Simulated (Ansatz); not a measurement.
System: C6H12N, charge 0, multiplicity 2. It need not be the lowest isomer of its formula. 
Structure (B3LYP-D3(BJ)/def2-TZVP (Ansatz, an electronic-structure program) minimum search):
```xyz
19

C     -1.8915     0.1292     0.0163
C     -1.2147    -1.2489     0.1963
C      0.1881    -1.0812     0.6620
C      1.0669    -0.1773    -0.1283
C      0.3849     1.1973    -0.2840
C     -1.0298     1.0531    -0.8461
N      2.3725    -0.0176     0.5120
H     -2.0373     0.5843     1.0006
H     -2.8815     0.0029    -0.4297
H     -1.7897    -1.8690     0.8854
H     -1.2313    -1.7574    -0.7785
H      0.4794    -1.3371     1.6727
H      1.1483    -0.5931    -1.1518
H      0.3570     1.6731     0.7002
H      0.9924     1.8336    -0.9360
H     -0.9771     0.6501    -1.8639
H     -1.4989     2.0367    -0.9260
H      2.9706     0.5811    -0.0461
H      2.8374    -0.9151     0.5913
```
Charge 0, spin multiplicity 2.

Dipole moments at this geometry, in debye (magnitudes).

| level | program | dipole (D) |
|---|---|---|
| SVWN5/def2-TZVPD | Ansatz | 1.18 |
| BLYP/def2-TZVPD | Ansatz | 1.12 |
| revPBE/def2-TZVPD | Ansatz | 1.10 |
| r2SCAN/def2-TZVPD | Ansatz | 1.11 |
| B97M-V/def2-TZVPD | Ansatz | 1.07 |
| PBE0/def2-TZVPD | Ansatz | 1.13 |
| BHLYP/def2-TZVPD | Ansatz | 1.15 |
| r2SCAN0/def2-TZVPD | Ansatz | … |
| CAM-B3LYP/def2-TZVPD | Ansatz | 1.18 |
| LC-wPBE/def2-TZVPD | Ansatz | 1.20 |
| wB97M-V/def2-TZVPD | Ansatz | 1.15 |
| wB97X-V/def2-TZVPD | Ansatz | 1.18 |
| CCSD(T)/aug-cc-pVDZ | Ansatz | … |

Q: What belongs in the gaps?

A: 
- r2SCAN0/def2-TZVPD, dipole (D): 1.13
- CCSD(T)/aug-cc-pVDZ, dipole (D): 1.15
